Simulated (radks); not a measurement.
The erbium ion Er2+ inside a hard spherical wall (all orbitals vanish at R), configuration held at [Xe] 4f12 and not refilled when levels cross. All-electron calculation, scalar-relativistic Kohn-Sham, LDA (Slater exchange, VWN5 correlation), spin-polarised, spherical densities, finite nucleus; open shells are filled with parallel spins first (spin-orbit coupling, left out, can overturn this in heavy ions); Fermi nuclear charge, rms radius 5.2516 fm. Program: a radial shooting solver on a logarithmic mesh with Libxc functionals. Eigenvalues in eV for spin up, with the zero of energy where the potential of the charges vanishes at infinity; a dash marks a level that is unbound or too diffuse for the functional's potential to be trusted. A positive occupied level is held by the wall or, in an anion where self-interaction has pushed it up, behind a barrier. The pressure on the wall is -dE/dV.

R (bohr)  E (hartree)  kinetic (hartree)    e(4d)    e(5s)    e(5p)    e(4f)  e(6s, empty)  e(5d, empty)  pressure (GPa)
free      -13076.1467          14170.296  -180.36  -66.972  -41.309  -18.439       -14.926       -13.762               0
15        -13076.1467          14170.296  -180.36  -66.972  -41.309  -18.439       -14.926       -13.762        < 0.0001
6         -13076.1464          14170.300  -180.33  -66.949  -41.289  -18.409       -14.452       -13.625          0.0497
5         -13076.1436          14170.327  -180.18  -66.846  -41.195  -18.274       -13.093       -13.196           0.678
3.5       -13076.0252          14171.257  -177.83  -65.119  -39.426  -16.050        -0.755        -8.809            59.5
3         -13075.7002          14173.386  -174.12  -62.321  -36.269  -12.508        14.679        -2.977             306
2.5       -13074.4422          14180.300  -164.95  -54.950  -27.449   -3.713        50.451        11.040            1740
2         -13069.2362          14203.823  -142.50  -33.146   -0.808   18.435        141.66        48.527           11700
